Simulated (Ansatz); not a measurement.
`CB[BH][GaH2]`. Total charge 0; spin multiplicity 1. Geometry: relaxed with PBE0-D4/def2-TZVP. It is one conformer, not always the lowest.

```xyz
11

C     1.407    1.141    0.608
B     0.483   -0.104    0.832
B    -0.120   -1.130   -0.263
Ga   -1.923   -0.722   -1.200
H     1.735    1.316   -0.418
H     0.898    2.043    0.970
H     2.293    1.045    1.246
H     0.107   -0.303    1.965
H     0.388   -2.175   -0.569
H    -1.959    0.053   -2.572
H    -3.309   -1.164   -0.598
```

Task: What is the dipole moment at ωB97M-V/def2-TZVPP? (Estimate.)

Result: Computed: 0.81 D, with components (0.78, 0.19, 0.12) D in this frame, pointing from negative to positive charge.

Task: And with PBE, r2SCAN, B3LYP? (An estimate is asked.)

Result: Computed: PBE 0.75 D, r2SCAN 0.79 D, B3LYP 0.79 D.

Task: Give the Mulliken charges with ωB97M-V, B3LYP, r2SCAN in def2-TZVPP. (An estimate is asked.)

Result: The calculation gave: 
| atom | ωB97M-V | B3LYP | r2SCAN |
| --- | --- | --- | --- |
| C1 | -0.34 | -0.30 | -0.22 |
| B2 | -0.10 | -0.07 | -0.05 |
| B3 | -0.07 | 0.08 | 0.09 |
| Ga4 | 0.03 | 0.02 | 0.08 |
| H5 | 0.11 | 0.09 | 0.05 |
| H6 | 0.12 | 0.10 | 0.07 |
| H7 | 0.12 | 0.10 | 0.07 |
| H8 | 0.08 | 0.02 | 0.00 |
| H9 | 0.12 | 0.07 | 0.04 |
| H10 | -0.03 | -0.06 | -0.07 |
| H11 | -0.03 | -0.05 | -0.06 |

B3LYP here is the variant with VWN-RPA as its local correlation; programs differ in this.
